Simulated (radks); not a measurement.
Task: Species: Ag4+. Configuration: [Kr] 4d7 (the NIST ground configuration). All-electron calculation, scalar-relativistic Kohn-Sham, r2SCAN, spin-polarised, spherical densities, finite nucleus; open shells are filled with parallel spins first (spin-orbit coupling, left out, can overturn this in heavy ions); meta-GGA in the generalised Kohn-Sham scheme; Fermi nuclear charge, rms radius 4.5454 fm. Program: a radial shooting solver on a logarithmic mesh with Libxc functionals. Some entries of the table are withheld. Estimate them.

orbital  occ.  eigenvalue (eV)  <1/r> (bohr^-1)
1s down     1        -25437.72            49.43
1s up       1        -25437.70            49.43
2s up       1        -3809.867            11.24
2s down     1        -3808.889            11.25
2p up       3        -3420.426            10.85
2p down     3        -3419.704            10.85
3s up       1        -751.6775            3.959
3s down     1        -751.4474            3.957
3p up       3        -622.8193            3.765
3p down     3        -622.4805            3.764
3d up       5        -420.2802            3.531
3d down     5        -419.5464            3.530
4s up       1        -155.5344              (1)
4s down     1        -152.1228              (2)
4p up       3              (3)            1.380
4p down     3              (4)            1.383
4d up       5         -61.6666            1.106
4d down     2         -58.1729            1.101

Result: 
(1) 4s up <1/r> (bohr^-1): 1.519
(2) 4s down <1/r> (bohr^-1): 1.525
(3) 4p up eigenvalue (eV): -117.5003
(4) 4p down eigenvalue (eV): -113.9665
